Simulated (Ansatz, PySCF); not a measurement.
Pair of molecules: C2H2 (SMILES C#C) (first 4 atoms) with H2S (SMILES S); geometry from B3LYP-D3(BJ)/def2-TZVP, rigid monomers moved along the line of their centres of mass till C2···H7 is 2.39 Å.
(charge 0, multiplicity 1):
```xyz
7

C     -0.512     0.752     0.169
C     -0.538    -0.438     0.042
H     -0.489     1.809     0.282
H     -0.559    -1.495    -0.070
S      0.884    -0.316     3.455
H     -0.370    -0.331     3.935
H      0.462    -0.118     2.194
```

Monomers are frozen at their geometry in the pair; levels with a basis set take the counterpoise correction.

Correlated levels freeze the cores. CBS: X⁻³ extrapolation of the correlation energy, Hartree–Fock from the larger set.

Programs: Ansatz (Gaussian orbitals); PySCF for the dispersion terms. Values without a source in brackets are computed.

PBE/def2-TZVPPD gives -0.87 kcal/mol for the interaction energy.

Question: How do the other levels lie against it? Give each less PBE: PBE-D3(BJ)/def2-TZVPPD, r2SCAN/def2-TZVPPD, B3LYP/def2-TZVPPD, wB97M-V/def2-TZVPPD, MP2/CBS(aug-cc-pV(D+d)Z, aug-cc-pV(T+d)Z), CCSD(T)/CBS(aug-cc-pV(D+d)Z, aug-cc-pV(T+d)Z).

Answer: PBE-D3(BJ)/def2-TZVPPD -1.01; r2SCAN/def2-TZVPPD -0.18; B3LYP/def2-TZVPPD 1.13; wB97M-V/def2-TZVPPD -0.09; MP2/CBS(aug-cc-pV(D+d)Z, aug-cc-pV(T+d)Z) -0.72; CCSD(T)/CBS(aug-cc-pV(D+d)Z, aug-cc-pV(T+d)Z) -0.23 kcal/mol. 1 of 6 lie above PBE; the widest gap is to B3LYP/def2-TZVPPD.

Ansatz is a program for electronic structure.
